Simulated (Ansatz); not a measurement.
C2H7AlSSi (`C[C]1([SiH3])[AlH][S]1`) at its PBE0-D4/def2-TZVP geometry, where that method's forces vanish. Charge 0, multiplicity 1.

```
atom    x (Å)    y (Å)    z (Å)
  C1   0.4074   1.1250   1.0283
  C2   0.1859   0.1661  -0.1212
 Si3  -0.6120  -1.4625   0.2834
 Al4   0.0545   0.6833  -1.9710
  S5   1.7929  -0.1926  -1.1376
  H6   1.0485   0.6880   1.8024
  H7   0.8805   2.0578   0.7083
  H8  -0.5495   1.3781   1.4961
  H9   0.2781  -2.3616   1.0709
 H10  -0.9702  -2.1513  -0.9912
 H11  -1.8703  -1.2440   1.0556
 H12  -0.6458   1.3136  -3.2239
```

(1) For each bond, give half the difference of the two atoms' forces along it (eV/Å; positive pushes the atoms apart) under PBE-D4, r2SCAN-D4, B3LYP-D4, ωB97M-V in def2-TZVPP. (An estimate is asked.)

## Answers

(1) Computed: 
| bond | length (Å) | PBE-D4 | r2SCAN-D4 | B3LYP-D4 | ωB97M-V |
| --- | --- | --- | --- | --- | --- |
| C1–C2 | 1.513 | -0.07 | 0.08 | 0.13 | 0.24 |
| C1–H6 | 1.096 | 0.13 | -0.03 | -0.05 | -0.08 |
| C1–H7 | 1.094 | 0.11 | -0.03 | -0.06 | -0.07 |
| C1–H8 | 1.095 | 0.11 | -0.02 | -0.07 | -0.09 |
| C2–Si3 | 1.858 | -0.01 | -0.05 | 0.01 | -0.01 |
| C2–Al4 | 1.925 | 0.18 | 0.06 | 0.10 | -0.01 |
| C2–S5 | 1.935 | 0.31 | 0.26 | 0.31 | -0.01 |
| Si3–H9 | 1.490 | 0.09 | -0.02 | -0.08 | -0.12 |
| Si3–H10 | 1.493 | 0.05 | -0.03 | -0.07 | -0.08 |
| Si3–H11 | 1.492 | 0.06 | -0.03 | -0.10 | -0.11 |
| Al4–S5 | 2.117 | 0.33 | 0.13 | 0.25 | 0.10 |
| Al4–H12 | 1.568 | -0.07 | -0.05 | -0.17 | -0.18 |

B3LYP here is the variant with VWN-RPA as its local correlation; programs differ in this.
